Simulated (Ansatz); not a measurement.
Mulliken charges of ClFH2HfOS, SMILES `[OH][Hf]([F])([SH])[Cl]` from r2SCAN/def2-TZVPP in Ansatz (PBE0-D4/def2-TZVP geometry).

```
atom   x (Å)   y (Å)   z (Å)  charge (e)
  O1  -1.174  -0.910  -0.394      -0.444
 Hf2   0.540  -0.117  -0.262       1.061
  F3   1.911  -1.408  -0.040      -0.331
  S4   0.534   1.315   1.721      -0.325
 Cl5   1.003   1.134  -2.197      -0.289
  H6  -1.939  -1.444  -0.586       0.207
  H7  -0.812   1.362   1.712       0.122
```

Q: By hand: the dipole of these point charges (1 e Å = 4.8032 D).

A: Σ q r = (-0.502, -0.142, 0.073) e Å, of length 0.527 e Å = 2.53 D.

Q: How does the dipole of the full density compare? (An estimate is asked.)

A: The calculation gave: (-0.622, -0.310, -0.013) e Å, 3.34 D; the point charges give 0.76 times that, at 14° from its direction.

Point charges leave out the atoms' own dipoles, such as those of lone pairs, and Mulliken's split depends on the basis, so the two needn't agree.
